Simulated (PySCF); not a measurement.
Eu(III) with more and more H2O

Computed with PySCF 2.14.0, PBE0, def2-SVP on the ligands, density fitting, scalar-relativistic core potentials, no spin-orbit coupling, vacuum. The metal has lcecp-1-SVP with ECP52. Each complex is relaxed within the symmetry of its template. Distances are means of the shortest metal–ligand contacts, charges and spins Mulliken's; removal energies are rigid, with the ligand's formal charge and no counterpoise, so too large; for an anion taken off a cation in vacuum most of it is the attraction of opposite charges, and multiply charged cations can part far more cheaply with an electron moved from ligand to metal. lcecp potentials hold a fixed number of 4f electrons in the core, out of states, spins and gaps.

```json
{"complex": "[Eu(H2O)]3+", "point group": "C2v", "M–H2O (Å)": "2.213", "charge on M (e)": "2.56", "removal of one H2O (eV)": "5.02", "strongest infrared band, degenerate modes summed (cm⁻¹)": "3405", "unstable modes (below −25 cm⁻¹)": "0"}
{"complex": "[Eu(H2O)2]3+", "point group": "C1", "M–H2O (Å)": "2.252", "charge on M (e)": "2.24", "removal of one H2O (eV)": "4.27", "strongest infrared band, degenerate modes summed (cm⁻¹)": "3493", "unstable modes (below −25 cm⁻¹)": "0"}
{"complex": "[Eu(H2O)3]3+", "point group": "D3h", "M–H2O (Å)": "2.305", "charge on M (e)": "2.03", "removal of one H2O (eV)": "3.66", "strongest infrared band, degenerate modes summed (cm⁻¹)": "–", "unstable modes (below −25 cm⁻¹)": "4"}
{"complex": "[Eu(H2O)5]3+", "point group": "C2v", "M–H2O (Å)": "2.361", "charge on M (e)": "1.58", "removal of one H2O (eV)": "2.85", "strongest infrared band, degenerate modes summed (cm⁻¹)": "641", "unstable modes (below −25 cm⁻¹)": "0"}
```

(1) What does the calculation give for [Eu(H2O)4]3+?

Members with unstable modes aren't minima as they stand: saddle points kept by symmetry or, where the modes are soft, flat surfaces and noise. Moved off a saddle point of the template and relaxed again: [Eu(H2O)2]3+, [Eu(H2O)4]3+, [Eu(H2O)5]3+. One start shape was tried for each, so a minimum needn't be the lowest isomer.

Results:

(1) point group: S4, M–H2O (Å): 2.320, charge on M (e): 1.78, removal of one H2O (eV): 3.33, strongest infrared band, degenerate modes summed (cm⁻¹): 3624, unstable modes (below −25 cm⁻¹): 0.
```xyz
13

Eu    0.0000    0.0000    0.0000
O     1.3856    1.3474    1.2831
H     2.1862    1.0884    1.7925
H     1.3203    2.3162    1.4420
O    -1.3856   -1.2831    1.3474
H    -1.3203   -1.4420    2.3162
H    -2.1862   -1.7925    1.0884
O     1.3856   -1.3474   -1.2831
H     1.3203   -2.3162   -1.4420
H     2.1862   -1.0884   -1.7925
O    -1.3856    1.2831   -1.3474
H    -2.1862    1.7925   -1.0884
H    -1.3203    1.4420   -2.3162
```
